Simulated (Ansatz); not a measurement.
Cartesian coordinates in Å:
```
C -0.397 1.536 0.784
Si -0.821 -0.085 -0.033
B -0.037 -0.987 -1.520
C 1.000 -0.971 -0.476
Br 2.114 -2.456 0.010
H -0.148 1.396 1.839
H -1.271 2.192 0.734
H 0.432 2.038 0.282
H -1.934 -0.750 0.700
H -0.392 -1.843 -2.260
H 1.453 -0.071 -0.060
```

Total charge 0; spin multiplicity 1.

List the ωB97M-V/def2-TZVPP orbital energies in eV (Ansatz). (Estimate.)

Computed: Occupied: -13156.53, -1807.54, -1708.84, -1537.06, -1536.98, -1536.97, -282.70, -281.74, -241.69, -187.64, -181.45, -181.15, -181.14, -148.61, -102.80, -102.69, -102.65, -74.81, -74.72, -74.71, -74.47, -74.47, -25.15, -23.18, -21.79, -17.16, -15.99, -14.80, -14.53, -13.61, -13.24, -12.13, -11.73, -10.36, -9.59, -8.84. Lowest empty: 0.19, 1.21, 2.18, 2.44, 2.95, 3.23, 3.51, 3.77.
